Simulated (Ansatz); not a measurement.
Cost and result for the atomization energy of FH$_{6}$NOSi$_{2}$ (`O[SiH2]N[SiH2]F`) (11 atoms, 10 bonds).

```json
{"atom": "O1", "x (Å)": "0.467", "y (Å)": "-0.896", "z (Å)": "-2.246"}
{"atom": "Si2", "x (Å)": "-0.179", "y (Å)": "0.318", "z (Å)": "-1.348"}
{"atom": "N3", "x (Å)": "-0.682", "y (Å)": "-0.170", "z (Å)": "0.231"}
{"atom": "Si4", "x (Å)": "0.079", "y (Å)": "0.150", "z (Å)": "1.726"}
{"atom": "F5", "x (Å)": "1.235", "y (Å)": "-0.913", "z (Å)": "2.051"}
{"atom": "H6", "x (Å)": "1.248", "y (Å)": "-1.335", "z (Å)": "-1.906"}
{"atom": "H7", "x (Å)": "0.800", "y (Å)": "1.409", "z (Å)": "-1.111"}
{"atom": "H8", "x (Å)": "-1.341", "y (Å)": "0.763", "z (Å)": "-2.147"}
{"atom": "H9", "x (Å)": "-1.451", "y (Å)": "-0.827", "z (Å)": "0.264"}
{"atom": "H10", "x (Å)": "0.737", "y (Å)": "1.471", "z (Å)": "1.665"}
{"atom": "H11", "x (Å)": "-0.912", "y (Å)": "0.031", "z (Å)": "2.819"}
```

Charge 0, multiplicity 1. All single points use the PBE0-D4/def2-TZVP geometry. It is one conformer, not always the lowest. Program: Ansatz. All runs use 4 threads of an Arm Neoverse V1 on a shared host. Times are those of one run each, without the atoms' runs, and a repeat can differ threefold. Electronic energies, without spin–orbit coupling; frozen cores. CCSD(T)/CBS adds CCSD(T) − MP2 in def2-TZVPP to the MP2 limit, and its time is that of the two runs behind it. T1 = 0.012. B3LYP takes the VWN-RPA correlation (the form of Gaussian; ORCA's B3LYP/G).

CCSD(T)/CBS is a level of theory with its own doubt, some kJ/mol a heavy atom from the limit and from the frozen cores, so smaller differences don't rank the functionals.

```
                             level  functions  wall time  atomization (kJ/mol)  difference from CCSD(T)/CBS  per bond
   PBE-D4/def2-TZVPP (with forces)        261      2.7 s                3966.9                        -21.2      -2.1
                PBE0-D4/def2-TZVPP        261      3.4 s                3903.3                        -84.8      -8.5
r2SCAN-D4/def2-TZVPP (with forces)        261      5.5 s                3949.9                        -38.2      -3.8
 B3LYP-D4/def2-TZVPP (with forces)        261      5.5 s                3956.8                        -31.3      -3.1
                 B2PLYP/def2-TZVPP        261      5.5 s                3922.8                        -65.3      -6.5
                ωB97X-V/def2-TZVPP        261      7.5 s                3987.7                         -0.4       0.0
  ωB97M-V/def2-TZVPP (with forces)        261       12 s                3979.9                         -8.2      -0.8
                    MP2/def2-QZVPP        491       22 s                4006.8                         18.7       1.9
                CCSD(T)/def2-TZVPP        261    2.9 min                3860.8                       -127.3     -12.7
                 CCSD(T)/CBS(def2)          –    3.3 min                3988.1                          0.0       0.0
```

The D4 term adds +37.0 kJ/mol with B3LYP and +19.4 kJ/mol with PBE0; it sums over pairs of atoms, weighted by their polarisabilities, and B3LYP, whose exchange is more repulsive, gets the larger term. In def2-TZVPP, CCSD(T) changes the Hartree–Fock value by +980.7 kJ/mol (the triples alone add +50.2 kJ/mol) and MP2 by +1049.0 kJ/mol; breaking electron pairs costs correlation energy, which Hartree–Fock lacks. From PBE to PBE0 (25 % exact exchange), in def2-TZVPP and without D4, the atomization energy moves by −60.1 kJ/mol: exact exchange takes away binding that semilocal exchange gives to molecules.
